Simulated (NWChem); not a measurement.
System: CH$_{4}$F$_{2}$GeO; SMILES [Ge]([OH])([F])([CH3])[F]

Input file for NWChem:

```
start job
memory heap 200 mb stack 900 mb global 1100 mb
geometry units angstroms
  C      1.917447    -0.662741    -0.008909
  Ge     0.051868    -0.065816    -0.018356
  O     -1.092617    -1.206390    -0.587136
  F     -0.215231     1.393216    -0.937931
  F     -0.527652     0.466722     1.539905
  H      2.060644    -1.373210     0.799195
  H      2.572843     0.191321     0.135664
  H      2.140556    -1.139687    -0.957938
  H     -2.014575    -0.945941    -0.574491
end
basis spherical
  * library def2-svp
end
dft
  xc pbe0
  iterations 150
end
driver
  maxiter 120
end
task dft optimize
task dft freq
```

Excerpt of the output:

```
             Northwest Computational Chemistry Package (NWChem) 7.3.0
             --------------------------------------------------------

 C1  symmetry detected

                             Geometry "geometry" -> ""
                             -------------------------

 Output coordinates in angstroms (scale by  1.889725989 to convert to a.u.)

  No.       Tag          Charge          X              Y              Z
 ---- ---------------- ---------- -------------- -------------- --------------
    1 C                    6.0000     0.15945103    -1.97677981     0.01711877
    2 Ge                  32.0000    -0.02605188    -0.02689925    -0.00154043
    3 O                    8.0000    -1.63032084     0.56830850    -0.08100429
    4 F                    9.0000     0.84727541     0.75045235    -1.29720951
    5 F                    9.0000     0.71851867     0.76694082     1.36339551
    6 H                    1.0000    -0.14537927    -2.35491028     0.98789140
    7 H                    1.0000     1.19475421    -2.24638767    -0.17083356
    8 H                    1.0000    -0.47551873    -2.39945068    -0.75493945
    9 H                    1.0000    -1.74648214     1.51919696    -0.06317692

 Effective nuclear repulsion energy (a.u.)     433.3115572385

                                Z-matrix (autoz)
                                --------

 Units are Angstrom for bonds and degrees for angles

[...]

      ----------------------
      Optimization converged
      ----------------------

  Step       Energy      Delta E   Gmax     Grms     Xrms     Xmax
  ---- ---------------- -------- -------- -------- -------- --------
@    5   -2391.45707618 -4.3D-07  0.00008  0.00002  0.00048  0.00136
                                     ok       ok       ok       ok

                                Z-matrix (autoz)
                                --------

 Units are Angstrom for bonds and degrees for angles

[...]

 Rotational Constants
 --------------------
 A=   0.116572 cm-1  (  0.167717 K)
 B=   0.107695 cm-1  (  0.154946 K)
 C=   0.105854 cm-1  (  0.152297 K)

 Temperature                      =   298.15K
 frequency scaling parameter      =   1.0000

 Zero-Point correction to Energy  =   34.648 kcal/mol  (  0.055215 au)
 Thermal correction to Energy     =   39.407 kcal/mol  (  0.062799 au)
 Thermal correction to Enthalpy   =   39.999 kcal/mol  (  0.063742 au)

 Total Entropy                    =   87.867 cal/mol-K
   - Translational                =   40.786 cal/mol-K (mol. weight = 143.9449)
   - Rotational                   =   26.586 cal/mol-K (symmetry #  =        1)
   - Vibrational                  =   20.495 cal/mol-K

 Cv (constant volume heat capacity) =   24.085 cal/mol-K
   - Translational                  =    2.979 cal/mol-K
   - Rotational                     =    2.979 cal/mol-K
   - Vibrational                    =   18.126 cal/mol-K

[normal modes left out]

 ----------------------------------------------------------------------------
 Normal Eigenvalue ||           Projected Infra Red Intensities
  Mode   [cm**-1]  || [atomic units] [(debye/angs)**2] [(KM/mol)] [arbitrary]
 ------ ---------- || -------------- ----------------- ---------- -----------
    1       -0.000 ||    0.000670           0.015         0.653       0.218
    2        0.000 ||    0.000069           0.002         0.067       0.022
    3        0.000 ||    0.000274           0.006         0.267       0.089
    4        0.000 ||    0.000305           0.007         0.297       0.099
    5        0.000 ||    0.000142           0.003         0.138       0.046
    6        0.000 ||    0.000583           0.013         0.568       0.190
    7       19.184 ||    0.000141           0.003         0.138       0.046
    8      149.409 ||    0.024555           0.567        23.938       7.996
    9      176.814 ||    0.000583           0.013         0.568       0.190
   10      201.660 ||    0.013772           0.318        13.425       4.484
   11      248.098 ||    0.020129           0.464        19.623       6.554
   12      266.916 ||    0.063647           1.468        62.046      20.724
   13      287.071 ||    0.115083           2.655       112.189      37.473
   14      633.368 ||    0.003438           0.079         3.351       1.119
   15      727.682 ||    0.064177           1.481        62.563      20.897
   16      734.376 ||    0.074020           1.708        72.159      24.102
   17      762.713 ||    0.095593           2.205        93.188      31.126
   18      812.240 ||    0.038370           0.885        37.405      12.494
   19      814.236 ||    0.048034           1.108        46.825      15.640
   20      897.577 ||    0.113834           2.626       110.971      37.066
   21     1267.379 ||    0.019031           0.439        18.553       6.197
   22     1425.007 ||    0.006647           0.153         6.480       2.164
   23     1425.642 ||    0.006924           0.160         6.750       2.255
   24     3085.411 ||    0.000157           0.004         0.153       0.051
   25     3205.574 ||    0.000547           0.013         0.533       0.178
   26     3207.062 ||    0.000578           0.013         0.564       0.188
   27     3900.659 ||    0.117903           2.720       114.937      38.391
 ----------------------------------------------------------------------------
```

Level: PBE0/def2-SVP.
